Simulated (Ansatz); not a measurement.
Mulliken charges of C2BrClF2 (`F/C(Cl)=C(\F)Br`) from ωB97M-V/def2-TZVPP in Ansatz (PBE0-D4/def2-TZVP geometry).

| atom | x (Å) | y (Å) | z (Å) | charge (e) |
| --- | --- | --- | --- | --- |
| F1 | -1.214 | -1.300 | -0.389 | -0.149 |
| C2 | -0.246 | -0.611 | 0.193 | 0.155 |
| Cl3 | 0.435 | -1.361 | 1.546 | 0.009 |
| C4 | 0.114 | 0.571 | -0.298 | 0.095 |
| F5 | -0.498 | 1.053 | -1.368 | -0.150 |
| Br6 | 1.444 | 1.657 | 0.395 | 0.040 |

**Question.** By hand: the dipole of these point charges (1 e Å = 4.8032 D).

**Answer.** Σ q r = (0.290, 0.049, 0.294) e Å, of length 0.416 e Å = 2.00 D.

**Question.** How does the dipole of the full density compare? (Best estimate.)

**Answer.** Ansatz gave: (0.146, 0.020, 0.152) e Å, 1.02 D; the point charges give 1.96 times that, at 2° from its direction.

Point charges leave out the atoms' own dipoles, such as those of lone pairs, and Mulliken's split depends on the basis, so the two needn't agree.
